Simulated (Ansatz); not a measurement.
System: SnF4, charge 0, multiplicity 1. 
Structure (B3LYP-D3(BJ)/def2-TZVP (Ansatz, a program for electronic structure) minimum search):
SMILES: [F][Sn]([F])([F])[F]
```xyz
5

F     -1.2337    -1.0339    -0.9903
Sn     0.0000     0.0000     0.0000
F      0.4625     1.5444    -0.9863
F     -0.7825     0.5122     1.6423
F      1.5537    -1.0227     0.3343
```

Basis-set convergence of Hartree-Fock and CCSD correlation energies (hartree) with Ansatz. Correlated levels leave the core frozen unless marked. Spin-orbit coupling is left out. The frozen core is the preceding noble-gas configuration, with the filled d and f shells of earlier blocks. In def2 rows, elements after Kr have scalar-relativistic effective core potentials.

```csv
basis,functions,E(HF),"E(corr, CCSD)"
def2-SVP,82,-610.85729,-0.84063
def2-TZVPP,174,-611.40138,-1.11003
def2-QZVPP,310,-611.42667,-1.20893
```

Extrapolating the two largest sets (X = 3 and 4) as X^-3: E(corr) = (64·(-1.20893) - 27·(-1.11003))/37 = -1.2811 Eh, an estimate of the basis-set limit. The largest set recovers 94.4 % of it, the smallest 65.6 %.
